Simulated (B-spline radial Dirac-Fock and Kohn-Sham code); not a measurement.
Sc¹³⁺: eigenvalues, ΔSCF and the reference

System: Sc¹³⁺ in the configuration [He] 2s2 2p4.

The density-functional columns are spherical, spin-unpolarised Dirac-Kohn-Sham results without Breit or QED terms: −ε is minus the orbital energy of the initial state and ΔSCF the difference of two total energies. The reference in the last column comes from Dirac-Fock ΔSCF + Breit + QED. All numbers are from a radial B-spline solver, in eV; a selection of levels is shown.

```tsv
level	LDA −ε	LDA ΔSCF	Dirac-Fock
K (1s)	4865.5	5008.8	4998.7
L1 (2s)	874.7	909.0	914.5
L2,3 (2p)	802.1	841.3	839.3
```

Values without a named source are computed, but for edge energies of neutral atoms, which are taken from tables.
